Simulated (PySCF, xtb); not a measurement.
C₃H₈O₂Si, SMILES C[C@H]1OC[Si@@H]1O.

GFN2-xTB (xtb) at its own geometry gives an orbital gap of 5.06 eV and a dipole moment of 1.94 D.

Coordinates come from a B3LYP-D3(BJ)/def2-SVP optimisation. The structure was generated by enumeration; whether it is a known compound was not checked. Other conformers were not sampled.

### Question
What does r2SCAN/def2-TZVP (PySCF) give? (The exact figures need the calculation; the answer reports its results.)

### Answer
gap 5.85 eV (levels -5.85 and 0.00 eV), dipole 1.57 D.
